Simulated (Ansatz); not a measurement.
`OC(Cl)C[SiH3]` → `CC(O)Cl` + `[SiH2]`  (silylene formation by 1,1-elimination)

Gas-phase electronic energies from Ansatz, PBE0-D4/def2-TZVP geometries. CCSD(T)/CBS is the MP2 limit (def2-TZVPP, def2-QZVPP) plus CCSD(T) − MP2 in def2-TZVPP, frozen cores. This one scheme is used for every species. Functionals use def2-TZVPP. One conformer a species, not always the lowest.

`OC(Cl)C[SiH3]`:

Z-matrix (Å, degrees):
```
C
Cl 1 1.831
C 1 1.503 2 109.9
O 1 1.376 2 110.4 3 120.9
H 1 1.094 2 102.7 3 -119.3
Si 3 1.885 1 115.1 2 -56.8
H 3 1.096 1 107.3 2 -177.9
H 3 1.094 1 108.7 2 66.7
H 4 0.963 1 109.2 2 62.3
H 6 1.488 3 109.6 1 -41.9
H 6 1.487 3 108.2 1 -160.2
H 6 1.482 3 112.0 1 79.8
```

`CC(O)Cl`:

```xyz
9

C    -0.728    0.576    0.051
C     0.204   -0.586   -0.172
O     1.446   -0.225   -0.636
Cl    0.341   -1.524    1.388
H    -1.708    0.233    0.383
H    -0.325    1.248    0.814
H    -0.840    1.128   -0.885
H    -0.198   -1.306   -0.882
H     1.809    0.457   -0.060
```

`[SiH2]`:

Cartesian coordinates in Å:
```
Si -0.658 -0.132 -0.236
H 0.607 0.441 -0.867
H 0.052 -0.309 1.103
```

| level | ΔE (kcal/mol) |
| --- | --- |
| r2SCAN0-D4 | 59.2 |
| B2PLYP | 52.6 |
| revPBE | 48.6 |
| CAM-B3LYP | 52.7 |
| MP2/def2-SVP | 55.9 |
| CCSD(T)/def2-SVP | 50.7 |
| CCSD/def2-TZVPP | 51.5 |
| HF/def2-QZVPP | 48.4 |

(1) What does CCSD(T)/CBS give? (Estimate.)

Largest T1 diagnostic among the species: 0.014.

Results:

(1) The calculation gave: +54.6 kcal/mol. The listed levels differ from it by 4.6, -2.0, -6.0, -1.9, 1.3, -3.9, -3.1, -6.2 kcal/mol.

The D4 term adds +3.7 kcal/mol with B3LYP and +2.0 kcal/mol with PBE0; it sums over pairs of atoms, weighted by their polarisabilities, and B3LYP, whose exchange is more repulsive, gets the larger term. From PBE to PBE0 (25 % exact exchange), in def2-TZVPP and without D4, ΔE moves by +2.1 kcal/mol.

CCSD(T)/CBS has its own doubt, a few kJ/mol and more with outer-core shells, so smaller differences from it don't rank the levels.

B3LYP here is the variant with VWN-RPA as its local correlation; programs differ in this.
